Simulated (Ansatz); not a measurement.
Isolated molecules relaxed with PBE0-D4/def2-TZVP in Ansatz; ΔE leaves out vibrations. CBS: MP2 limit from def2 TZ/QZ plus the TZ coupled-cluster correction, frozen cores. This one scheme is used for every species. DFT in def2-TZVPP. For Ga outer-core shells are correlated without core-valence functions, which leaves a few kJ/mol of doubt a bond. Scalar relativity is left out up to krypton. One conformer a species, not always the lowest.

Consider the hydrogenolysis of a B–N bond: `[GaH2][NH]B1CS1` + H₂ → `B1CS1` + `[NH2][GaH2]`.

```tsv
level	ΔE (kJ/mol)
revPBE	78.0
HF/def2-QZVPP	74.1
```

Task: What does CCSD(T)/CBS give? (An estimate is asked.)

Result: Ansatz gave: +85.7 kJ/mol. The listed levels differ from it by -7.7, -11.6 kJ/mol.

Largest T1 diagnostic among the species: 0.016.

Leaving LDA and LC-ωPBE aside and taking each functional with its dispersion term where it has one, the values, not all of them listed here, spread over 11.2 kJ/mol, from B2PLYP to revPBE-D4. LDA lies +9.0 kJ/mol from PBE without D4. At CCSD(T), def2-SVP lies +6.1 kJ/mol from the extrapolated value and def2-TZVPP +2.7 kJ/mol. In def2-TZVPP, CCSD(T) changes the Hartree–Fock value by +13.7 kJ/mol (the triples alone add +3.5 kJ/mol) and MP2 by +21.3 kJ/mol.
